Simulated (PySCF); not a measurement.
Task: Write a Z-matrix for `S(C(F)(F)F)c1ccccc1` (phenyl trifluoromethyl sulfide) as optimised with PBE0-D3(BJ)/def2-SVP.

Result: 
Z-matrix in Å and degrees, rows numbered from 1:
```
F 
C   1  1.3304
F   2  1.3298  1  107.07
F   2  1.3280  1  108.34  3   116.77
S   2  1.8151  1  112.57  3  -124.16
C   5  1.7803  2   98.22  1    61.07
C   6  1.3974  5  119.75  2   -88.94
C   7  1.3928  6  119.59  5  -179.08
C   8  1.3946  7  120.08  6     0.32
C   9  1.3945  8  120.18  7    -0.11
C  10  1.3929  9  120.10  8    -0.00
H   7  1.0917  6  119.48  5     1.24
H   8  1.0924  7  119.74  6  -179.79
H   9  1.0926  8  119.91  7   179.82
H  10  1.0924  9  120.16  8  -179.99
H  11  1.0917  6  119.49  5    -1.37
```

Of the pairs four or more bonds apart, F1···C7 is among the closest relative to their van der Waals radii: 3.25 Å, 102 % of the sum of Bondi's values. The 6-membered ring C6–C7–C8–C9–C10–C11 has internal angles of 119.6° to 120.5°; it is planar, 0.00 Å rms from its mean plane, widest ring torsion 0°. The 2 C–S bonds span 1.780 Å (S5–C6, drawn single) to 1.815 Å (C2–S5, drawn single), a spread of 0.035 Å. All 3 C–F bonds measure 1.328 to 1.330 Å.

Level of theory: PBE0-D3(BJ)/def2-SVP geometry optimisation, gas phase in PySCF.

Point group: near Cs, missed by 0.08 Å at most; the miss may be what the optimiser left on a soft mode. PBE0-D3(BJ)/def2-SVP frequencies: not computed here. One conformer, not necessarily the lowest (C2–S5–C6–C7 -89°).

Hardware: an Arm Neoverse V1 with one thread, shared host with 64 logical CPUs at a one-minute load of 63. Cost: 2.0 min, 0.88 GiB resident at most. These figures are those of the optimisation.
